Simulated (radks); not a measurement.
Species: Ce27+. Configuration: [Ar] 3d10 4s2 4p1 (the NIST ground configuration). Calculated with a radial shooting solver on a logarithmic mesh with Libxc functionals: Dirac Kohn-Sham, PBE, spin-unpolarised, spherical densities, finite nucleus; open shells are shared between the two j in proportion to 2j + 1; Fermi nuclear charge, rms radius 4.8771 fm.

Spin-orbit splittings of the eigenvalues, e(l+1/2) - e(l-1/2), with zeta = 2 splitting/(2l+1) and mean radii in bohr:

shell  occ.  splitting (eV)  zeta (eV)  <r> j=l-1/2  <r> j=l+1/2
2p        6               ?          ?      0.08777      0.09395
3p        6           91.13      60.76       0.2636       0.2751
3d       10           19.94      7.977       0.2450       0.2486
4p        1           27.06      18.04       0.5700       0.5869

Estimate the 2p splitting.

Answer. 448.3 eV (zeta = 298.9 eV).
